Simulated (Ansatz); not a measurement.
```yaml
crystal:
  periodic: [false, false, false]
  atoms:
    - {symbol: Ge, position_ang: [-1.175569, 0.802749, -1.489829]}
    - {symbol: Si, position_ang: [0.754316, 0.264058, -0.187038]}
    - {symbol: B, position_ang: [0.778166, -1.651537, 0.443874]}
    - {symbol: Al, position_ang: [0.617179, -0.568374, 2.301068]}
    - {symbol: O, position_ang: [0.639662, 0.892398, 1.363687]}
    - {symbol: H, position_ang: [-1.435675, 2.319152, -1.525408]}
    - {symbol: H, position_ang: [-2.427657, 0.125260, -0.900047]}
    - {symbol: H, position_ang: [-1.000427, 0.298219, -2.933190]}
    - {symbol: H, position_ang: [1.975631, 0.763154, -0.886375]}
    - {symbol: H, position_ang: [0.816786, -2.734299, -0.046902]}
    - {symbol: H, position_ang: [0.523189, -0.567879, 3.880759]}
basis:
  gaussian: {orbitals: cc-pVTZ-DK, nuclear_model: gaussian}
hamiltonian: {xc: {name: PBE1PBE}, dispersion: d3bjatm}
accuracy: high
```

```sh
$ ansatz run in.yaml --threads 4 --pin off --events-out ev --progress --plain --max-ram 10444MiB
```

**Question.** How does Ansatz answer? (An estimate is asked.)

**Answer.** Ansatz gave: The program refused the input.
```
Error: YAML parse error: error: line 17 column 19: hamiltonian.xc: no functional is named "PBE1PBE"; the names, which are not case-sensitive, are SVWN5, SPW92, PBE, PBE0, PBEsol, revPBE, revPBE0, RPBE, rPW86-PBE, HSE06, wPBEh, LC-wPBE, HISS, HF, BLYP, B3LYP, B3LYP5, BHLYP, CAM-B3LYP, r2SCAN, r2SCANh, r2SCAN0, r2SCAN50, m-r2SCAN, B97, wB97, wB97X, wB97X-V, B97M-V, wB97M-V, B2PLYP, B2GP-PLYP, PBE0-DH, PBE-QIDH
15 | basis:
16 |   gaussian: {orbitals: cc-pVTZ-DK, nuclear_model: gaussian}
17 | hamiltonian: {xc: {name: PBE1PBE}, dispersion: d3bjatm}
18 | accuracy: high
```

HSE06 is defined as in plane-wave codes.
